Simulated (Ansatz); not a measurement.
Two structures of AlAsH₆S, singlet, reached by relaxing down either side of one saddle point (PBE0-D4/def2-TZVP). Energies are electronic, without zero-point energy. Computed with Ansatz 0.2.0 (basis: def2-TZVPP and def2-QZVPP); correlated methods freeze the cores. Filled d shells of the heavier atoms are correlated. The def2 sets are not built for correlating such inner shells, so the correlated values are less sure here. Extrapolation: Hartree–Fock as exp(−7.88 √X), correlation as X^−2.97. First:

```
9
angstrom
Al -0.5468 0.2716 -1.0082
S 0.9102 1.8451 -1.4885
H -0.1883 -1.2255 -1.3699
H -1.9846 0.7772 -0.5885
H 0.2945 0.5201 1.1366
As 0.0260 -0.5588 2.1978
H 1.8683 0.9727 -1.8440
H 0.8712 -1.5803 1.4542
H -1.2505 -1.0219 1.5105
```

Second:

| atom | x (Å) | y (Å) | z (Å) |
| --- | --- | --- | --- |
| Al1 | -0.7359 | -0.2447 | -0.5655 |
| S2 | 0.8936 | 1.5911 | -1.2267 |
| H3 | -0.3430 | -1.1950 | -1.7828 |
| H4 | -2.0241 | 0.6897 | -0.6539 |
| H5 | 0.9112 | 2.2527 | -0.0561 |
| As6 | 0.0957 | -0.7376 | 1.6985 |
| H7 | 2.0376 | 0.9418 | -0.9488 |
| H8 | 0.4596 | -2.1741 | 1.3545 |
| H9 | -1.2946 | -1.1239 | 2.1808 |

Q: Which bonds change from the first to the second?

A: AlH₃S ([AlH2][SH]) + AsH₃ → AlAsH₄ ([AlH2][AsH2]) + H₂S (still joined by a long Al–S bond); bonds formed: Al1–As6, S2–H5; bonds broken: H5–As6; bonds weakened to dative contacts: Al1–S2.

Q: Give the saddle point's structure and its height above each. (An estimate is asked for; the value comes from the calculation.)

A: The calculation gives: 95.2 kJ/mol above the first and 77.7 kJ/mol above the second (CCSD(T) at an estimated basis limit (MP2 extrapolated from triple and quadruple zeta, plus CCSD(T) − MP2 in triple zeta)).
```tsv
atom	x (Å)	y (Å)	z (Å)
Al1	-0.7008	-0.0309	-0.7017
S2	0.8940	1.7028	-1.0033
H3	-0.3456	-1.3200	-1.5425
H4	-2.0913	0.7122	-0.5977
H5	0.5813	0.9101	0.3971
As6	0.1181	-0.3249	1.8198
H7	1.9148	0.8560	-1.2218
H8	0.8725	-1.5259	1.2682
H9	-1.2430	-0.9794	1.5820
```

The T1 diagnostic stays at or below 0.012.

Labels in which every atom is bracketed show which atoms are joined, not bond orders.

For scale, one of the runs: CCSD(T)/def2-TZVPP, 216 basis functions (an equivalent command: `ansatz run in.yaml --threads 4`). Hardware: 4 CPU threads, shared host. Wall time 50 s; peak host memory 2.9 GiB.
